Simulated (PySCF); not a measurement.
This PySCF input asks for the NMR shieldings of `C[C@@H]1[C@@H](Cl)[C@@]12C[C@H]2B(F)F`, C6H8BClF2; the geometry comes from GFN2-xTB.

```python
import basis_set_exchange as bse
import numpy as np
from pyscf import gto, dft
from pyscf.prop import nmr

atoms = """
C     1.717403   -0.949362    0.606121
C     0.996331   -0.521968   -0.647868
C     1.038182    0.930746   -1.077097
Cl    1.168170    1.319289   -2.788825
C    -0.214555    0.331400   -0.576696
C    -1.628196    0.282185   -0.955571
C    -1.234386    0.721471    0.459846
B    -1.493488   -0.204036    1.674149
F    -1.543893   -1.520190    1.585372
F    -1.673816    0.257871    2.898052
H     2.770181   -1.129043    0.398258
H     1.277787   -1.867331    0.990096
H     1.636352   -0.182401    1.373194
H     1.016583   -1.256877   -1.444955
H     1.577141    1.649299   -0.474050
H    -2.014506    1.042992   -1.617592
H    -2.096847   -0.684940   -1.062572
H    -1.307201    1.787213    0.648482
"""
names = dict.fromkeys(["C", "Cl", "B", "F", "H"], "pcSseg-1")
basis = {el: gto.basis.parse(bse.get_basis(n, elements=[el], fmt="nwchem")) for el, n in names.items()}
mol = gto.M(atom=atoms, basis=basis, charge=0, verbose=0)
mf = dft.RKS(mol, xc="PBE0")
mf.grids.level = 2
mf.grids.alignment = dft.numint.BLKSIZE   # the property module wants whole blocks of grid points
mf.conv_tol = 1e-9
mf.kernel()

calc = nmr.RKS(mf)   # GIAO
C = mf.mo_coeff
Co = C[:, mf.mo_occ > 0]
resp = mf.gen_response(singlet=True, hermi=2)
def vind(x):   # induced exchange potential for any number of trial vectors
    d = np.einsum("pi,xij,qj->xpq", C, 2 * x.reshape(-1, C.shape[1], Co.shape[1]), Co, optimize=True)
    return np.einsum("xpq,pi,qj->xij", resp(d - d.transpose(0, 2, 1)), C, Co, optimize=True).ravel()
mo1, _ = nmr.rhf.solve_mo1(calc, with_cphf=vind)
sigma = calc.kernel(mo1)
for i, s in enumerate(sigma):   # ppm
    w = np.linalg.eigvalsh((s + s.T) / 2)
    print("%2d %-2s iso %8.1f  s11 %8.1f  s22 %8.1f  s33 %8.1f" % (i, mol.atom_pure_symbol(i), w.mean(), *w))
```

**Question.** What does it print?

**Answer.** 
```
 0 C  iso    169.3  s11    154.1  s22    164.4  s33    189.4
 1 C  iso    159.2  s11    125.5  s22    156.4  s33    195.7
 2 C  iso    140.0  s11    103.6  s22    121.0  s33    195.4
 3 Cl iso    831.5  s11    643.5  s22    758.6  s33   1092.5
 4 C  iso    152.4  s11     92.5  s22    170.3  s33    194.4
 5 C  iso    170.6  s11    146.5  s22    170.6  s33    194.7
 6 C  iso    181.1  s11    148.3  s22    176.0  s33    218.9
 7 B  iso     72.0  s11     39.3  s22     81.4  s33     95.2
 8 F  iso    259.3  s11     87.4  s22    304.8  s33    385.7
 9 F  iso    236.4  s11     52.8  s22    294.3  s33    362.1
10 H  iso     29.9  s11     24.6  s22     27.4  s33     37.7
11 H  iso     30.2  s11     24.8  s22     28.5  s33     37.2
12 H  iso     31.5  s11     27.3  s22     30.1  s33     37.2
13 H  iso     30.2  s11     23.9  s22     29.5  s33     37.4
14 H  iso     28.9  s11     20.8  s22     29.9  s33     35.9
15 H  iso     30.2  s11     24.8  s22     26.6  s33     39.2
16 H  iso     30.4  s11     24.7  s22     27.5  s33     38.9
17 H  iso     31.1  s11     23.9  s22     28.9  s33     40.6
```

These numbers come from an equivalent density-fitted implementation of the same equations, which agrees with the script to about 0.01 ppm for H and up to a few tenths of a ppm for heavy atoms, so last digits may differ.

Size and cost of the density-fitted run: 217 basis functions, 48 s wall time on 1 thread of an Arm Neoverse V2, shared host; peak memory 1 GiB.
